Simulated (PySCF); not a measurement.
# Computed records: AlBH3

All values are calculated (PySCF 2.14.0). Calculation on a computer-drawn molecule: vertical ionisation energy to the stated ion spin, frozen-core CCSD(T) at the basis limit and cheaper methods, single-reference cases, UHF for radicals, no spin-orbit; all values are single points at the evaluated structure, the first of each entry, which is the reference or a displaced copy of it and isn't optimised; the reference structure only sets the zero of the energies above reference; triples share is (T) over the correlation energy.

Common to all runs: charge 1; multiplicity 1; ion multiplicity 2; diffuse functions no; basis cc-pV(n+d)Z; reference is the Hartree-Fock double-zeta minimum; best is HF at quadruple zeta + MP2 correlation extrapolated from triple and quadruple zeta + CCSD(T) minus MP2 at triple zeta; basis step is the size of the change from the same recipe one zeta lower.

(1) 
```xyz
5
formula=AlBH3 ionisation_energy_best=16.11 ionisation_energy_basis_step=0.02659 energy_above_reference_best=21.32 energy_above_reference_basis_step=0.1913 ionisation_energy_Koopmans_at_triple_zeta=15.86 ionisation_energy_EOM_CCSD_at_triple_zeta=16.06 total_energy_HF_triple_zeta=-268.0177 total_energy_CCSD(T)_triple_zeta=-268.2002 total_energy_best=-268.2201 T1_diagnostic_at_triple_zeta=0.01057 D1_diagnostic_at_triple_zeta=0.02127 ion_T1_diagnostic_at_triple_zeta=0.01933 ion_D1_diagnostic_at_triple_zeta=0.04568 ion_spin_squared_at_triple_zeta=0.7875 triples_share_at_triple_zeta=0.02404 basis_functions_triple_zeta=111
B      2.2166    -0.5676    -0.8403
Al     0.9948    -1.1172    -2.8005
H      1.8848     0.6139    -0.6268
H      2.7370    -1.2689    -0.3670
H      0.2107    -1.5372    -4.0148
```

Units: ionisation_energy_best, ionisation_energy_basis_step, ionisation_energy_Koopmans_at_triple_zeta, ionisation_energy_EOM_CCSD_at_triple_zeta in eV; energy_above_reference_best, energy_above_reference_basis_step in kcal/mol; total_energy_HF_triple_zeta, total_energy_CCSD(T)_triple_zeta, total_energy_best in hartree.

Reference structure:
```xyz
5
AlBH3
B      2.0353    -0.5078    -0.8733
Al     1.0135    -1.0398    -2.7164
H      1.9145     0.6049    -0.4727
H      2.6781    -1.3490    -0.3322
H      0.2841    -1.4192    -4.0319
```

Drawn bonds:
| atom | other atom | order |
| --- | --- | --- |
| 1 | 2 | 1 |
| 1 | 3 | 1 |
| 1 | 4 | 1 |
| 2 | 5 | 1 |

Triple zeta:
| method | ionisation energy (eV) | energy above reference (kcal/mol) |
| --- | --- | --- |
| HF | 15.02 | 20.78 |
| PBE | 15.86 | 21.52 |
| r2SCAN | 15.84 | 21.46 |
| B3LYP | 15.98 | 20.59 |
| wB97X | 15.97 | 21.99 |
| MP2 | 15.92 | 21.44 |
| CCSD | 15.97 | 21.31 |
| CCSD(T) | 16.02 | 21.3 |

(2) 
```xyz
5
formula=AlBH3 ionisation_energy_best=16.77 ionisation_energy_basis_step=0.02792 energy_above_reference_best=1.519 energy_above_reference_basis_step=0.04583 ionisation_energy_Koopmans_at_triple_zeta=16.69 ionisation_energy_EOM_CCSD_at_triple_zeta=16.73 total_energy_HF_triple_zeta=-268.0486 total_energy_CCSD(T)_triple_zeta=-268.2317 total_energy_best=-268.2517 T1_diagnostic_at_triple_zeta=0.009765 D1_diagnostic_at_triple_zeta=0.01877 ion_T1_diagnostic_at_triple_zeta=0.02353 ion_D1_diagnostic_at_triple_zeta=0.05744 ion_spin_squared_at_triple_zeta=0.8105 triples_share_at_triple_zeta=0.02363 basis_functions_triple_zeta=111
B      1.9876    -0.5095    -0.8832
Al     0.9712    -1.0466    -2.7386
H      1.8931     0.6343    -0.5398
H      2.6192    -1.2824    -0.3777
H      0.2383    -1.4178    -4.0686
```

Units: ionisation_energy_best, ionisation_energy_basis_step, ionisation_energy_Koopmans_at_triple_zeta, ionisation_energy_EOM_CCSD_at_triple_zeta in eV; energy_above_reference_best, energy_above_reference_basis_step in kcal/mol; total_energy_HF_triple_zeta, total_energy_CCSD(T)_triple_zeta, total_energy_best in hartree.

Reference structure:
```xyz
5
AlBH3
B      2.0353    -0.5078    -0.8733
Al     1.0135    -1.0398    -2.7164
H      1.9145     0.6049    -0.4727
H      2.6781    -1.3490    -0.3322
H      0.2841    -1.4192    -4.0319
```

Drawn bonds:
| atom | other atom | order |
| --- | --- | --- |
| 1 | 2 | 1 |
| 1 | 3 | 1 |
| 1 | 4 | 1 |
| 2 | 5 | 1 |

Triple zeta:
| method | ionisation energy (eV) | energy above reference (kcal/mol) |
| --- | --- | --- |
| HF | 15.75 | 1.393 |
| PBE | 16.42 | 1.758 |
| r2SCAN | 16.44 | 1.582 |
| B3LYP | 16.58 | 1.425 |
| wB97X | 16.63 | 1.636 |
| MP2 | 16.64 | 1.479 |
| CCSD | 16.65 | 1.527 |
| CCSD(T) | 16.68 | 1.556 |

(3) 
```xyz
5
formula=AlBH3 ionisation_energy_best=16.81 ionisation_energy_basis_step=0.02745 energy_above_reference_best=9.724 energy_above_reference_basis_step=0.0778 ionisation_energy_Koopmans_at_triple_zeta=16.71 ionisation_energy_EOM_CCSD_at_triple_zeta=16.76 total_energy_HF_triple_zeta=-268.0356 total_energy_CCSD(T)_triple_zeta=-268.2184 total_energy_best=-268.2386 T1_diagnostic_at_triple_zeta=0.009686 D1_diagnostic_at_triple_zeta=0.01874 ion_T1_diagnostic_at_triple_zeta=0.02374 ion_D1_diagnostic_at_triple_zeta=0.05771 ion_spin_squared_at_triple_zeta=0.8116 triples_share_at_triple_zeta=0.02317 basis_functions_triple_zeta=111
B      1.9876    -0.5095    -0.8832
Al     0.9712    -1.0466    -2.7386
H      1.8931     0.6343    -0.5398
H      2.5661    -1.2175    -0.4202
H      0.2383    -1.4178    -4.0686
```

Units: ionisation_energy_best, ionisation_energy_basis_step, ionisation_energy_Koopmans_at_triple_zeta, ionisation_energy_EOM_CCSD_at_triple_zeta in eV; energy_above_reference_best, energy_above_reference_basis_step in kcal/mol; total_energy_HF_triple_zeta, total_energy_CCSD(T)_triple_zeta, total_energy_best in hartree.

Reference structure:
```xyz
5
AlBH3
B      2.0353    -0.5078    -0.8733
Al     1.0135    -1.0398    -2.7164
H      1.9145     0.6049    -0.4727
H      2.6781    -1.3490    -0.3322
H      0.2841    -1.4192    -4.0319
```

Drawn bonds:
| atom | other atom | order |
| --- | --- | --- |
| 1 | 2 | 1 |
| 1 | 3 | 1 |
| 1 | 4 | 1 |
| 2 | 5 | 1 |

Triple zeta:
| method | ionisation energy (eV) | energy above reference (kcal/mol) |
| --- | --- | --- |
| HF | 15.78 | 9.538 |
| PBE | 16.45 | 10.45 |
| r2SCAN | 16.47 | 9.901 |
| B3LYP | 16.61 | 9.443 |
| wB97X | 16.67 | 9.991 |
| MP2 | 16.67 | 9.663 |
| CCSD | 16.68 | 9.793 |
| CCSD(T) | 16.71 | 9.88 |

(4) 
```xyz
5
formula=AlBH3 ionisation_energy_best=16.79 ionisation_energy_basis_step=0.02776 energy_above_reference_best=3.412 energy_above_reference_basis_step=0.0628 ionisation_energy_Koopmans_at_triple_zeta=16.7 ionisation_energy_EOM_CCSD_at_triple_zeta=16.74 total_energy_HF_triple_zeta=-268.0457 total_energy_CCSD(T)_triple_zeta=-268.2286 total_energy_best=-268.2486 T1_diagnostic_at_triple_zeta=0.00973 D1_diagnostic_at_triple_zeta=0.01876 ion_T1_diagnostic_at_triple_zeta=0.0236 ion_D1_diagnostic_at_triple_zeta=0.05755 ion_spin_squared_at_triple_zeta=0.8109 triples_share_at_triple_zeta=0.02346 basis_functions_triple_zeta=111
B      1.9876    -0.5095    -0.8832
Al     0.9712    -1.0466    -2.7386
H      1.8931     0.6343    -0.5398
H      2.6006    -1.2596    -0.3926
H      0.2383    -1.4178    -4.0686
```

Units: ionisation_energy_best, ionisation_energy_basis_step, ionisation_energy_Koopmans_at_triple_zeta, ionisation_energy_EOM_CCSD_at_triple_zeta in eV; energy_above_reference_best, energy_above_reference_basis_step in kcal/mol; total_energy_HF_triple_zeta, total_energy_CCSD(T)_triple_zeta, total_energy_best in hartree.

Reference structure:
```xyz
5
AlBH3
B      2.0353    -0.5078    -0.8733
Al     1.0135    -1.0398    -2.7164
H      1.9145     0.6049    -0.4727
H      2.6781    -1.3490    -0.3322
H      0.2841    -1.4192    -4.0319
```

Drawn bonds:
| atom | other atom | order |
| --- | --- | --- |
| 1 | 2 | 1 |
| 1 | 3 | 1 |
| 1 | 4 | 1 |
| 2 | 5 | 1 |

Triple zeta:
| method | ionisation energy (eV) | energy above reference (kcal/mol) |
| --- | --- | --- |
| HF | 15.76 | 3.24 |
| PBE | 16.43 | 3.828 |
| r2SCAN | 16.45 | 3.516 |
| B3LYP | 16.59 | 3.262 |
| wB97X | 16.65 | 3.577 |
| MP2 | 16.65 | 3.351 |
| CCSD | 16.66 | 3.434 |
| CCSD(T) | 16.69 | 3.485 |

(5) 
```xyz
5
formula=AlBH3 ionisation_energy_best=16.73 ionisation_energy_basis_step=0.02834 energy_above_reference_best=0.7507 energy_above_reference_basis_step=0.03174 ionisation_energy_Koopmans_at_triple_zeta=16.66 ionisation_energy_EOM_CCSD_at_triple_zeta=16.69 total_energy_HF_triple_zeta=-268.0493 total_energy_CCSD(T)_triple_zeta=-268.2331 total_energy_best=-268.2529 T1_diagnostic_at_triple_zeta=0.009951 D1_diagnostic_at_triple_zeta=0.01887 ion_T1_diagnostic_at_triple_zeta=0.02341 ion_D1_diagnostic_at_triple_zeta=0.05686 ion_spin_squared_at_triple_zeta=0.809 triples_share_at_triple_zeta=0.02423 basis_functions_triple_zeta=111
B      1.9876    -0.5095    -0.8832
Al     0.9712    -1.0466    -2.7386
H      1.8931     0.6343    -0.5398
H      2.6807    -1.3577    -0.3285
H      0.2383    -1.4178    -4.0686
```

Units: ionisation_energy_best, ionisation_energy_basis_step, ionisation_energy_Koopmans_at_triple_zeta, ionisation_energy_EOM_CCSD_at_triple_zeta in eV; energy_above_reference_best, energy_above_reference_basis_step in kcal/mol; total_energy_HF_triple_zeta, total_energy_CCSD(T)_triple_zeta, total_energy_best in hartree.

Reference structure:
```xyz
5
AlBH3
B      2.0353    -0.5078    -0.8733
Al     1.0135    -1.0398    -2.7164
H      1.9145     0.6049    -0.4727
H      2.6781    -1.3490    -0.3322
H      0.2841    -1.4192    -4.0319
```

Drawn bonds:
| atom | other atom | order |
| --- | --- | --- |
| 1 | 2 | 1 |
| 1 | 3 | 1 |
| 1 | 4 | 1 |
| 2 | 5 | 1 |

Triple zeta:
| method | ionisation energy (eV) | energy above reference (kcal/mol) |
| --- | --- | --- |
| HF | 15.72 | 0.9492 |
| PBE | 16.36 | 0.3718 |
| r2SCAN | 16.39 | 0.675 |
| B3LYP | 16.53 | 0.7796 |
| wB97X | 16.58 | 0.769 |
| MP2 | 16.6 | 0.872 |
| CCSD | 16.6 | 0.7499 |
| CCSD(T) | 16.63 | 0.7008 |
